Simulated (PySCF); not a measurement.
# Spin–spin coupling constants

Geometry:
```
atom   x (Å)   y (Å)   z (Å)
 Ge1   0.007   0.004  -0.097
  N2   0.043   0.009   1.739
  C3   0.003  -0.032   2.932
  O4  -0.030  -0.068   4.105
  C5   1.864   0.001  -0.671
  H6   1.927  -0.028  -1.769
  H7   2.386  -0.878  -0.265
  H8   2.374   0.907  -0.314
  C9  -0.932   1.622  -0.625
 H10  -0.976   1.701  -1.722
 H11  -0.415   2.509  -0.230
 H12  -1.959   1.613  -0.233
 C13  -0.941  -1.610  -0.619
 H14  -1.961  -1.601  -0.209
 H15  -0.419  -2.501  -0.240
 H16  -1.006  -1.681  -1.715
```

Indirect spin–spin couplings were computed at PBE/pcJ-1 (pcSseg-1 on Ge) (spin–dipole term only in couplings to heteroatoms) (PySCF) on a PBE0-D3(BJ)/def2-SVP structure, for the isolated molecule, without vibrational or relativistic corrections. Couplings are averaged over pairs made equivalent by symmetry, fast rotation or ring inversion, so a value needn't be that of the named pair in this geometry, while other rotamers aren't included; one pair stands for each set, and the list holds those of at least 1.5 Hz over up to four bonds, among pairs with at least one N or C or H atom (others weren't computed).

Isotopes: $^{13}$C, $^{1}$H, $^{15}$N, $^{17}$O. Couplings to quadrupolar nuclei such as 17O and 33S are rarely resolved in practice.

```csv
pair,bonds,J (Hz)
"N2, C3",1,-54.2
"C3, O4",1,24.7
"C5, H6",1,124.3
"N2, C5",2,?
"C5, C9",2,4.9
"H6, H7",2,?
"N2, H6",3,-1.7
```

Question: Estimate the withheld couplings, with signs.

Answer: 
- $^{2}J$(N2,C5) = -2.5 Hz
- $^{2}J$(H6,H7) = -11.9 Hz

Relativistic effects of the heavier atoms present are left out.
